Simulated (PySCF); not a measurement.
Compound: C₃H₃NOSe.
SMILES with atom numbers: `[OH:1][c:2]1[cH:3][n:4][se:5][cH:6]1` (hydrogens: H7 on O1; H8 on C3; H9 on C6)

Structure used (PBE0-D3(BJ)/def2-SVP), in Å, numbered top down from 1:
```
atom  x, y, z in Å
O1     1.636    0.642   -0.007
C2     0.417    0.071    0.046
C3    -0.751    0.911    0.048
N4    -1.927    0.357    0.099
Se5   -1.741   -1.440    0.159
C6     0.103   -1.260    0.103
H7     2.314   -0.041   -0.006
H8    -0.672    2.004    0.007
H9     0.794   -2.104    0.115
```

Method used: PBE0-D3(BJ)/def2-SVP geometry optimisation, gas phase (PySCF 2.14.0).

Masses are those of the commonest isotopes; rigid-rotor values at the optimised geometry. The values belong to one conformer with, in the numbering `[OH:1][c:2]1[cH:3][n:4][se:5][cH:6]1`, H–O1–C2–C3 180°.

**Question.** Give the principal moments of inertia and the rotational constants in MHz.

**Answer.** Ia = 74.60, Ib = 286.36, Ic = 360.96 u·Å²; 505379 MHz·u·Å²/I gives A = 6774, B = 1765, C = 1400 MHz.

**Question.** Classify the top.

**Answer.** An asymmetric top: κ = (2 × 1765 − 6774 − 1400)/(6774 − 1400) = -0.86.

**Question.** What does the inertial defect say?

**Answer.** Planar: Δ = Ic − Ia − Ib = 0.00 u·Å². For a rigid frame Δ = −2 Σ m c², so it vanishes when all atoms lie in the ab plane; here none is more than 0.01 Å from it.

**Question.** Which types of transition are allowed, and where do some lines up to J = 4 fall?

**Answer.** The dipole components are |μa| = 1.24 D, |μb| = 3.13 D, |μc| = 0.00 D; the mirror of this Cs structure is the ab plane, so μc vanishes by symmetry (the 0.01 D computed is a residue) and there are no c-type lines. The squared components, which scale the intensities, stand as 0.16 : 1.00 (a : b). Some lines, for components of 0.1 D or more:

```csv
type,branch,"J(Ka,Kc)",MHz,lower level (cm⁻¹)
a,Q,"1(1,0) ← 1(1,1)",365,0.273
a,Q,"2(1,1) ← 2(1,2)",1094,0.472
b,Q,"1(1,0) ← 1(0,1)",5374,0.106
a,R,"2(0,2) ← 1(0,1)",6311,0.106
b,R,"1(1,1) ← 0(0,0)",8175,0.000
b,R,"4(0,4) ← 3(1,3)",8289,0.770
a,R,"3(1,3) ← 2(1,2)",8936,0.472
a,R,"3(0,3) ← 2(0,2)",9418,0.316
a,R,"3(1,2) ← 2(1,1)",10029,0.508
b,R,"2(1,2) ← 1(0,1)",10975,0.106
a,R,"4(2,3) ← 3(2,2)",12645,1.326
a,R,"4(3,2) ← 3(3,1)",12696,2.192
a,R,"4(1,3) ← 3(1,2)",13349,0.843
b,Q,"4(2,2) ← 4(1,3)",14075,1.288
b,R,"4(1,4) ← 3(0,3)",16075,0.630
b,R,"2(2,1) ← 1(1,0)",21724,0.285
b,R,"3(2,2) ← 2(1,1)",24524,0.508
b,Q,"3(3,1) ← 3(2,2)",25972,1.326
b,R,"4(2,3) ← 3(1,2)",27139,0.843
b,R,"4(2,2) ← 3(1,3)",29611,0.770
```

PBE0-D3(BJ)/def2-SVP frequencies: not computed here. These are rigid-rotor constants of the computed structure; measured ground-state constants (B0) also hold zero-point vibration. Quadrupole hyperfine structure (14N) is left out.
